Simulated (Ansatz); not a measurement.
Computed with Ansatz on PBE0-D4/def2-TZVP structures; ΔE is electronic, products minus reactants. CCSD(T)/CBS is the MP2 limit (def2-TZVPP, def2-QZVPP) plus CCSD(T) − MP2 in def2-TZVPP, frozen cores. This one scheme is used for every species. DFT in def2-TZVPP. B3LYP here is the variant with VWN-RPA as its local correlation; programs differ in this. One conformer a species, not always the lowest.

Consider the ligand exchange at the Si–N bond: `CN([SiH2]F)[SiH](O)O` + `CO[SiH2]N` → `CO[SiH2]N[SiH2]F` + `CN[SiH](O)O`.

```
        level  ΔE (kcal/mol)
     B3LYP-D4           -0.4
MP2/CBS(def2)           -0.4
```

Problem. What does CCSD(T)/CBS give? (Estimate.)

Solution. Computed: -0.6 kcal/mol. The listed levels differ from it by 0.2, 0.2 kcal/mol.

Largest T1 diagnostic among the species: 0.012.

In def2-TZVPP, CCSD(T) changes the Hartree–Fock value by +3.1 kcal/mol (the triples alone add +0.6 kcal/mol) and MP2 by +3.4 kcal/mol. The D4 term adds +1.7 kcal/mol with B3LYP and +0.9 kcal/mol with PBE0; it sums over pairs of atoms, weighted by their polarisabilities, and B3LYP, whose exchange is more repulsive, gets the larger term.
